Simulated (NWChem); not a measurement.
System: SiHSCl$_{2}$F; SMILES Cl[Si](S)(Cl)F

```xyz
6

F     -0.0247     0.1551     1.8606
Si    -0.0076     0.0142     0.2642
S      0.7942    -1.8554    -0.3418
Cl    -1.9347     0.0977    -0.4129
Cl     1.0701     1.6174    -0.4290
H      2.0274    -1.6251     0.1635
```
Atoms are numbered in this order, from 1.

Level: B3LYP/6-31G* (spherical d) (NWChem), optimised geometry, unscaled harmonic frequencies. 

```json
[
 {"frequency (cm⁻¹)": "131", "IR intensity (km/mol)": "5.4"},
 {"frequency (cm⁻¹)": "153", "IR intensity (km/mol)": "0.8"},
 {"frequency (cm⁻¹)": "211", "IR intensity (km/mol)": "13.7"},
 {"frequency (cm⁻¹)": "227", "IR intensity (km/mol)": "12.3"},
 {"frequency (cm⁻¹)": "263", "IR intensity (km/mol)": "14.2"},
 {"frequency (cm⁻¹)": "274", "IR intensity (km/mol)": "19.4"},
 {"frequency (cm⁻¹)": "434", "IR intensity (km/mol)": "5.9"},
 {"frequency (cm⁻¹)": "605", "IR intensity (km/mol)": "213.5"},
 {"frequency (cm⁻¹)": "611", "IR intensity (km/mol)": "215.4"},
 {"frequency (cm⁻¹)": "794", "IR intensity (km/mol)": "16.8"},
 {"frequency (cm⁻¹)": "935", "IR intensity (km/mol)": "133.3"},
 {"frequency (cm⁻¹)": "2670", "IR intensity (km/mol)": "1.9"}
]
```

```
Item                                                                                Value
-----------------------------------------------------------------------  ----------------
zero-point energy                                                           10.4 kcal/mol
thermal correction to the enthalpy at 298.15 K (with zero-point energy)     15.3 kcal/mol
heat capacity Cv                                                         21.4 cal/(mol K)
entropy at 298.15 K and 1 atm (symmetry number 1)                        84.4 cal/(mol K)
dipole moment                                                                      1.37 D
```

Rigid rotor and harmonic oscillator.
